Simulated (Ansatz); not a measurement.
`[NH2][In]([Cl])[Cl]` + H₂ → `[Cl][InH][Cl]` + NH₃ at 298.15 K and 1 bar (hydrogenolysis of the In–N bond).

Gas-phase electronic energies from Ansatz, PBE0-D4/def2-TZVP geometries. CCSD(T)/CBS adds triple-zeta CCSD(T) − MP2 to the extrapolated MP2 energy (def2 sets, frozen cores). This one scheme is used for every species. Elements past krypton have def2 core potentials. For In outer-core shells are correlated without core-valence functions, which leaves a few kJ/mol of doubt a bond. One conformer a species, not always the lowest.

```tsv
species	CCSD(T)/CBS energy (Eh)	H − E (kJ/mol)	S (J/(mol·K))
`[NH2][In]([Cl])[Cl]`	-1165.39137	91.7	357.2
H₂	-1.17544	35.1	130.4
`[Cl][InH][Cl]`	-1110.06218	36.6	313.4
NH₃	-56.50880	100.5	192.4
```

H − E and S are ideal-gas, rigid-rotor, harmonic terms from PBE0-D4/def2-TZVP, for one conformer and one mirror image of each species. The MP2-based limit puts H₂ 0.8 mEh under its directly extrapolated value; such offsets cancel only in part. 1 Eh = 2625.50 kJ/mol, R = 8.31446 J/(mol·K).

Question: By hand: ΔE, ΔH, ΔS and ΔG.

Answer: ΔE = (-1110.06218) + (-56.50880) − (-1165.39137) − (-1.17544) = -0.00417 Eh = -10.9 kJ/mol. Δ(H − E) = 36.6 + 100.5 − 91.7 − 35.1 = 10.3, so ΔH = -0.6 kJ/mol. ΔS = 313.4 + 192.4 − 357.2 − 130.4 = 18.2 J/(mol·K). ΔG = -0.6 − 298.15 × (18.2)/1000 = -6.0 kJ/mol.

Question: By hand: the equilibrium constant, and the temperature at which ΔG would vanish if ΔH and ΔS stayed fixed.

Answer: log₁₀ K = −ΔG/(RT ln 10) = 1.1. ΔH and −TΔS have one sign here, so there is no such temperature. One of them is within its doubt of zero, so this could turn.

TΔS isn't small against ΔH here. A doubt of 5 kJ/mol in ΔE shifts log₁₀ K by 0.9 here. Other conformers and mirror images would add mixing entropy, several J/(mol·K) or more a flexible species. These are equilibria of isolated gas molecules and say nothing of rates. Largest T1 diagnostic: 0.013 (customary marks: 0.02 for closed shells, 0.045 for open ones).
